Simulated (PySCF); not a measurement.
Sn(H)2(Br)(OMe) (CH5BrOSn), SMILES C[O][SnH2][Br]. Geometry: PBE-D3(BJ)/def2-SVP. The structure was generated by enumeration; whether it is a known compound was not checked. The def2 effective core potentials stand for the cores of Sn; spin–orbit coupling is left out. The values are those of a single conformer.

Computed equilibrium geometry at PBE-D3(BJ)/def2-SVP (PySCF confirms it by a frequency run) as bond lengths and angles (one conformer of several):
Atoms: Sn1 Br2 O3 C4 H5 H6 H7 H8 H9. Bond lengths (Å): Sn1–Br2 2.524, Sn1–O3 2.005, Sn1–H5 1.718, Sn1–H6 1.730, O3–C4 1.415, C4–H7 1.118, C4–H8 1.112, C4–H9 1.116. Angles (°): Br2–Sn1–O3 107.5, Br2–Sn1–H5 109.8, Br2–Sn1–H6 106.7, O3–Sn1–H5 104.0, O3–Sn1–H6 109.9, H5–Sn1–H6 118.6, Sn1–O3–C4 119.8, O3–C4–H7 113.3, O3–C4–H8 107.9, O3–C4–H9 112.8, H7–C4–H8 107.3, H7–C4–H9 107.6, H8–C4–H9 107.5.
